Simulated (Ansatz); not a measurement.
The cluster CuAu2. Total charge 0; doublet. Geometry PBE0-D4/def2-TZVP; atoms count from 1.

```csv
atom,x (Å),y (Å),z (Å)
Au1,0.634,-0.180,-1.393
Au2,-0.968,1.111,0.454
Cu3,0.333,-0.930,0.939
```

In the def2 sets Au takes a core potential; there is no spin–orbit coupling. The structure comes from a short search, and lower isomers may exist.

Estimate the Mulliken populations from the PBE0/def2-TZVP orbitals of Ansatz.


| atom | charge (e) | spin (α − β) | d electrons |
| --- | --- | --- | --- |
| Au1 | -0.10 | 0.49 | 9.82 |
| Au2 | -0.10 | 0.49 | 9.82 |
| Cu3 | 0.19 | 0.01 | 9.99 |
Mulliken values depend strongly on the basis.

Where does the spin sit?

Summed by element: Au 0.99, Cu 0.01, of 1 unpaired in all. Largest on single atoms: Au1 0.49, Au2 0.49, Cu3 0.01.

And the Mayer bond orders between heavy atoms (over 0.3)?

Au1–Au2 0.37 (2.76 Å); Au1–Cu3 0.63 (2.47 Å); Au2–Cu3 0.63 (2.47 Å).
